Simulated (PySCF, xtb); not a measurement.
C2H5Si, SMILES [CH2][Si]C (connectivity only; charge and spin as stated), charge +1, multiplicity 1.

GFN2-xTB (xtb) at its own geometry gives an orbital gap of 2.66 eV.

The structure is a stationary point at TPSSh-D3(BJ)/def2-TZVP. The spin state was assumed, not searched. The isomer is the one that the SMILES or the coordinates give; other isomers of the formula were not compared.

What does PBE/def2-TZVPD in PySCF give? (Estimate from the structure and the level; the computed values follow.)

gap 2.59 eV (levels -11.98 and -9.38 eV).
